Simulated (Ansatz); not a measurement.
Mulliken charges of `[SiH3]C1=CC1Cl` from ωB97M-V/def2-TZVPP in Ansatz (PBE0-D4/def2-TZVP geometry).

```json
{"atom": "Si1", "x (Å)": "-0.996", "y (Å)": "-0.948", "z (Å)": "1.001", "charge (e)": "0.222"}
{"atom": "C2", "x (Å)": "0.250", "y (Å)": "-0.103", "z (Å)": "-0.062", "charge (e)": "-0.114"}
{"atom": "C3", "x (Å)": "1.474", "y (Å)": "0.171", "z (Å)": "-0.423", "charge (e)": "-0.165"}
{"atom": "C4", "x (Å)": "0.449", "y (Å)": "0.912", "z (Å)": "-1.130", "charge (e)": "-0.053"}
{"atom": "Cl5", "x (Å)": "0.180", "y (Å)": "2.647", "z (Å)": "-0.758", "charge (e)": "-0.156"}
{"atom": "H6", "x (Å)": "-1.921", "y (Å)": "-1.714", "z (Å)": "0.129", "charge (e)": "-0.017"}
{"atom": "H7", "x (Å)": "-0.310", "y (Å)": "-1.867", "z (Å)": "1.943", "charge (e)": "-0.019"}
{"atom": "H8", "x (Å)": "-1.756", "y (Å)": "0.084", "z (Å)": "1.747", "charge (e)": "-0.005"}
{"atom": "H9", "x (Å)": "2.532", "y (Å)": "0.024", "z (Å)": "-0.277", "charge (e)": "0.184"}
{"atom": "H10", "x (Å)": "0.180", "y (Å)": "0.742", "z (Å)": "-2.167", "charge (e)": "0.122"}
```

**Question.** By hand: the dipole of these point charges (1 e Å = 4.8032 D).

**Answer.** Σ q r = (-0.010, -0.529, 0.114) e Å, of length 0.541 e Å = 2.60 D.

**Question.** How does the dipole of the full density compare? (Estimate.)

**Answer.** Computed: (0.145, -0.489, 0.035) e Å, 2.46 D; the point charges give 1.06 times that, at 19° from its direction.

Point charges leave out the atoms' own dipoles, such as those of lone pairs, and Mulliken's split depends on the basis, so the two needn't agree.
